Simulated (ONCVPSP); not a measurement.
**Cutoff test, cadmium, ONCV**

```json
{"Element": "cadmium", "Generator": "ONCVPSP 4.0.1", "Type": "optimised norm-conserving Vanderbilt (ONCV)", "Functional": "BLYP", "Relativity": "scalar-relativistic", "Frozen core": "[Ar] 3d10", "Valence charge": "20", "Reference configuration": "4s2 4p6 4d10 (charge +2)", "Partial waves": "4s: rc 1.45 bohr, ncon 4, nbas 7, qcut 8.1 1/bohr, 2 projectors, debl 1.5 Ha; 4p: rc 1.15 bohr, ncon 3, nbas 7, qcut 14.8 1/bohr, 2 projectors, debl 1.3 Ha; 4d: rc 1.25 bohr, ncon 5, nbas 10, qcut 8.6 1/bohr, 3 projectors, debl 3.2 Ha", "Local potential": "polynomial inside 0.85 bohr (lpopt 5, dvloc0 1 Ha)", "Core correction": "none"}
```

In the s channel the program set the typed energies aside and used -4.584, 0.050 Ha. In the p channel the program set the typed energies aside and used -3.152, 0.250 Ha.

**Question.** For each optimised wave give the share of its norm inside rc, the residual kinetic energy above qcut (Ha) and the cutoffs (Ha) for errors of 10, 1, 0.1 and 0.01 mHa per electron.

**Answer.**

| wave | norm inside rc | residual KE | 10 mHa | 1 mHa | 0.1 mHa | 0.01 mHa |
| --- | --- | --- | --- | --- | --- | --- |
| 4s | 0.956 | 1.8e-05 | 19.4 | 25.3 | 29.7 | 41.5 |
| s projector 2 | 0.043 | 2.5e-05 | 14.2 | 23.7 | 29.5 | 44.8 |
| 4p | 0.746 | 1.7e-08 | 51.3 | 66.5 | 78.8 | 88.8 |
| p projector 2 | 0.026 | 1.7e-09 | 30.3 | 51.4 | 66.4 | 78.7 |
| 4d | 0.573 | 5.7e-04 | 28.0 | 35.1 | 85.9 | 220.4 |
| d projector 2 | 0.050 | 3.9e-04 | 25.6 | 33.9 | 42.1 | 92.7 |
| d projector 3 | 0.039 | 1.4e-03 | 29.2 | 37.9 | 44.9 | 68.1 |

The occupied waves need 66 Ha and 86 Ha for 1 and 0.1 mHa. Note: no bound ghost flagged; GHOST(+) flagged for s at 121.0 eV.
